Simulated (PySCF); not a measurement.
silane (H$_{4}$Si), singlet, at a GFN2-xTB geometry. Base run: DF-PBE0/def2-SV(P) (PySCF).

PySCF was given this input:
```python
from pyscf import gto, scf, dft

mol = gto.Mole()
mol.atom = '''
    Si   -0.00000000    0.00000000   -0.00000000
    H     0.85687118    0.83207387    0.84090169
    H    -0.85685565   -0.82713035    0.84578045
    H    -0.82961346    0.85438800   -0.84584481
    H     0.82959793   -0.85933152   -0.84083733
'''
mol.basis = 'def2-sv(p)'
mol.verbose = 4
mol.build()

mf = dft.RKS(mol)
mf.xc = 'pbe0'
mf = mf.density_fit(auxbasis='def2-universal-jkfit')
mf.kernel()
```

Each row names what was changed in the base input (with any setting that the change needs).

```tsv
change	basis functions	E (Eh)	HOMO (eV)	HOMO-LUMO gap (eV)
base	26	-291.64504	-9.95	11.55
basis = STO-3G	13	-288.39389	-8.21	17.53
basis = pcseg-0	21	-291.36341	-10.26	12.00
basis = 6-31+G*	30	-291.72491	-9.95	10.28
basis = def2-SVPD	56	-291.65330	-9.90	10.50
basis = 6-311++G**	58	-291.75248	-9.92	10.10
basis = def2-TZVP	61	-291.75524	-9.91	11.05
basis = def2-TZVPD	79	-291.75539	-9.91	10.37
basis = pcseg-2	90	-291.76111	-9.92	10.87
basis = pc-2	90	-291.76202	-9.92	10.85
basis = cc-pVTZ	90	-291.75743	-9.92	11.16
basis = def2-TZVPP	98	-291.75586	-9.91	11.04
basis = aug-cc-pVTZ	142	-291.75769	-9.92	9.93
```

Totals compare only among sets that treat the same electrons; sets with core potentials leave the core out.
